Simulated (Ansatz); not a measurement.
Reaction (formal exchange of groups at a Ga–B bond): `CO[B](F)[GaH2]` + `F[CH2][AlH2]` → `F[CH2][AlH][GaH2]` + `COBF`

Isolated molecules relaxed with PBE0-D4/def2-TZVP in Ansatz; ΔE leaves out vibrations. CBS: MP2 limit from def2 TZ/QZ plus the TZ coupled-cluster correction, frozen cores. Functionals use def2-TZVPP. For Ga outer-core shells are correlated without core-valence functions, which leaves a few kJ/mol of doubt a bond. Scalar relativity is left out up to krypton. Each species was taken in one conformer, which may not be the lowest.

```json
{"level": "r2SCAN-D4", "ΔE (kcal/mol)": "-11.7"}
{"level": "RPA@PBE/def2-TZVPP", "ΔE (kcal/mol)": "-10.5"}
```

**Question.** What does CCSD(T)/CBS give? (Best estimate.)

**Answer.** Computed: -11.1 kcal/mol. The listed levels differ from it by -0.6, 0.6 kcal/mol.

Largest T1 diagnostic among the species: 0.014.

In def2-TZVPP, CCSD(T) changes the Hartree–Fock value by +1.4 kcal/mol (the triples alone add +0.3 kcal/mol) and MP2 by +1.9 kcal/mol. Leaving LDA and LC-ωPBE aside and taking each functional with its dispersion term where it has one, the values, not all of them listed here, spread over 2.8 kcal/mol, from HSE06-D4 to B97M-V.

CCSD(T)/CBS has its own doubt, a few kJ/mol and more with outer-core shells, so smaller differences from it don't rank the levels.
